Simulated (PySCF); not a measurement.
# Working out the ionisation energy of K²⁺

K²⁺ [Ne] 3s2 3p5 (2P) → K³⁺ [Ne] 3s2 3p4 (3P). All numbers are calculated (PySCF 2.14, no relativity, point nucleus, in def2-TZVP (6s4p3d, 33 functions)). Frozen: [Ne] 3s2. Energies in hartree (1 hartree = 27.21139 eV):

```
            part  K²⁺ (lower)  K³⁺ (upper)
             UHF  -597.885030  -596.251695
CCSD correlation    -0.094655    -0.056938
             (T)    -0.000279    -0.000065
```

Question: What does Hartree-Fock give?

Answer: (-596.251695) − (-597.885030) = 1.633335 hartree = 44.445 eV.

Question: What do CCSD and CCSD(T) give?

Answer: The CCSD correlation energies differ by 0.037717 hartree = 1.026 eV and the triples by 0.000214 hartree = 0.006 eV, so CCSD gives 45.471 eV and CCSD(T) 45.477 eV.

Reference: 45.803 eV (semi-empirical (NIST evaluation); NIST Atomic Spectra Database, ionization energies), between the lowest levels; spin-orbit coupling is absent from the calculation.

The calculation is non-relativistic.

What remains against the reference includes basis incompleteness, the frozen core and higher excitations.
